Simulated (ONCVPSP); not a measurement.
Logarithmic derivatives: Sr, ONCV

strontium (Sr), optimised norm-conserving Vanderbilt (ONCV), made with ONCVPSP 4.0.1 (LDA (Perdew-Wang 92), fully relativistic). Core [Kr], reference 5s1 (charge +1). Waves: 5s: rc 2.90 bohr, ncon 4, nbas 9, qcut 1.8 1/bohr, 1 projector; p scattering state at 0.18 Ha: rc 3.00 bohr, ncon 3, nbas 7, qcut 2.8 1/bohr, 3 projectors, debl 3.8 Ha; d scattering state at 0.47 Ha: rc 2.30 bohr, ncon 5, nbas 8, qcut 3.7 1/bohr, 2 projectors, debl 1.2 Ha. Local part: polynomial inside 1.95 bohr (lpopt 1, dvloc0 2 Ha). Core correction: polynomial model core, fcfact 0.5.

Open shells are filled in proportion to 2j + 1.

In the p channel the program set the typed energies aside and used 0.050, 3.850, 7.650 Ha (j = l + 1/2; the other j can differ). In the d channel the program set the typed energies aside and used 0.050, 1.250 Ha (j = l + 1/2; the other j can differ).

The phase is arctan(r·R′/R) of the radial function R(r), unwrapped; energies in Ha, scanned from -2 to 5 Ha. A pole is an energy at which the radial function vanishes at the test radius. The pseudo phase is shifted by a multiple of π to meet the all-electron one at the reference energy, and phase errors are pseudo minus all-electron; the curves can meet again beyond the range given. Levels narrower than the energy grid can be missing from the lists of poles.

A narrow feature of the pseudo curve, probably an extra level, lies near -0.30 Ha in the s channel; the grid steps over it, so the window and error are not given (n/a).

```csv
channel,radius (bohr),reference energy (Ha),"poles, all-electron","poles, pseudo",unbroken range about the reference energy with phases within 0.05 rad,phase error 1 Ha above the reference energy (rad)
s,2.94,-0.32,"-1.71, 1.02, 4.88","0.98, 3.54",n/a,n/a
p3/2,3.05,0.05,"-1.00, 1.35, 4.96","1.13, 4.85",-0.2 to 1.3,-0.043
p1/2,3.05,0.05,"-1.05, 1.30, 4.88","0.91, 4.76",not even at the reference energy,-0.088
d5/2,2.33,0.05,"0.58, 4.76","0.58, 4.70",the whole range,-0.000
d3/2,2.33,0.05,"0.56, 4.74","0.56, 4.71",the whole range,-0.000
```

Phases in the s channel:

```
E (Ha)  all-electron  pseudo
 -1.98         1.240  -1.825
 -1.80         0.611  -1.846
 -1.62        -1.735  -1.873
 -1.44        -1.829  -1.907
 -1.26        -1.891  -1.954
 -1.08        -1.962  -2.021
 -0.90        -2.063  -2.124
 -0.72        -2.233  -2.298
 -0.54        -2.568  -2.630
 -0.36        -3.220  -3.231
 -0.18        -3.894  -3.842
  0.00        -4.248  -4.204
  0.18        -4.426  -4.395
  0.36        -4.529  -4.508
  0.54        -4.598  -4.585
  0.72        -4.648  -4.643
  0.90        -4.689  -4.691
  1.08        -4.724  -4.737
  1.26        -4.758  -4.787
  1.44        -4.792  -4.851
  1.62        -4.830  -4.954
  1.80        -4.878  -5.186
  1.98        -4.944  -6.084
  2.16        -5.049  -7.251
  2.34        -5.260  -7.550
  2.52        -5.813  -7.663
  2.70        -6.822  -7.725
  2.88        -7.329  -7.765
  3.06        -7.525  -7.795
  3.24        -7.623  -7.819
  3.42        -7.682  -7.841
  3.60        -7.722  -7.860
  3.78        -7.752  -7.880
  3.96        -7.776  -7.900
  4.14        -7.795  -7.922
  4.32        -7.811  -7.949
  4.50        -7.826  -7.984
  4.68        -7.840  -8.035
  4.86        -7.852  -8.120
```
